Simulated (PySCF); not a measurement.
Spectrum to structure. Computed with TDDFT CAM-B3LYP/def2-SVPD, vertical, gas phase, core orbitals frozen in the response (PySCF). Geometries: GFN2-xTB, one conformer each.

```csv
state,E (eV),λ (nm),f
S1,5.24,236.5,0.0004
S2,5.54,223.9,0.464
S3,6.54,189.6,0.0098
S4,7.00,177.0,0.0001
S5,7.14,173.7,0.027
S6,7.17,172.9,0.059
S7,7.67,161.6,0.089
S8,7.87,157.5,0.0015
```

Question: Which candidate is it?
A. `C=Cc1nnco1`
B. `COCCC#N`
C. `C=Nc1ccoc1`

Answer: A. Its S1 lies at 5.24 eV; the nearest of the others has S1 at 4.38 eV. S1 is HOMO-1→LUMO (93%). Löwdin shares by element: HOMO carbon 52% or more, nitrogen 16% or more (atoms not listed hold the other 33%); LUMO carbon 55% or more, nitrogen 13% or more (atoms not listed hold the other 32%). At the same level the other candidates give, for their lowest levels:
- `COCCC#N`: 7.37 eV (f 0.021); 7.87 eV (f 0.000); 8.21 eV (f 0.003); 8.22 eV (f 0.005); 8.26 eV (f 0.003); T1 6.53 eV; HOMO -9.53, LUMO 1.05 eV
- `C=Nc1ccoc1`: 4.38 eV (f 0.041); 5.33 eV (f 0.034); 6.16 eV (f 0.019); 6.43 eV (f 0.189); 6.49 eV (f 0.193); T1 3.28 eV; HOMO -7.82, LUMO 0.02 eV

Shape of the structure used: `[CH2:1]=[CH:2][c:3]1[n:4][n:5][cH:6][o:7]1`: C1–C2–C3–N4 180°.
Triplets come from the Tamm–Dancoff approximation.
